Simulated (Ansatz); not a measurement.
Calculated with Ansatz (gas phase, PBE0-D4/def2-TZVP geometries, no zero-point term in ΔE). CCSD(T)/CBS adds triple-zeta CCSD(T) − MP2 to the extrapolated MP2 energy (def2 sets, frozen cores). This one scheme is used for every species. DFT in def2-TZVPP. HSE06 is defined as in plane-wave codes. For Se outer-core shells are correlated without core-valence functions, which leaves a few kJ/mol of doubt a bond. Scalar relativity is left out up to krypton. One conformer a species, not always the lowest.

Reaction (ligand exchange at the Al–Se bond): `C[Se][AlH][F]` + H₂S → `[F][AlH][SH]` + `C[SeH]`

| level | ΔE (kcal/mol) |
| --- | --- |
| HSE06-D4 | 0.4 |
| B2PLYP | -0.2 |

(1) What does CCSD(T)/CBS give? (Best estimate.)

(2) What do rigid-rotor, harmonic-oscillator terms from PBE0-D4/def2-TZVP frequencies (298.15 K, 1 bar) make of the CCSD(T)/CBS value? (Best estimate.)

Largest T1 diagnostic among the species: 0.012.

Answers

(1) Computed: +0.6 kcal/mol. The listed levels differ from it by -0.2, -0.8 kcal/mol.

(2) Ansatz gave: ΔZPE = +0.3 kcal/mol, ΔH = +0.3 kcal/mol, ΔS = 6 J/(mol·K), ΔG = -0.1 kcal/mol.

The D4 term adds +0.7 kcal/mol with B3LYP and +0.4 kcal/mol with PBE0; it sums over pairs of atoms, weighted by their polarisabilities, and B3LYP, whose exchange is more repulsive, gets the larger term. Leaving LDA and LC-ωPBE aside and taking each functional with its dispersion term where it has one, the values, not all of them listed here, spread over 1.6 kcal/mol, from B97M-V to PBE-D4. In def2-TZVPP, CCSD(T) changes the Hartree–Fock value by +0.9 kcal/mol (the triples alone add +0.2 kcal/mol) and MP2 by +1.1 kcal/mol.

B3LYP here is the variant with VWN-RPA as its local correlation; programs differ in this.
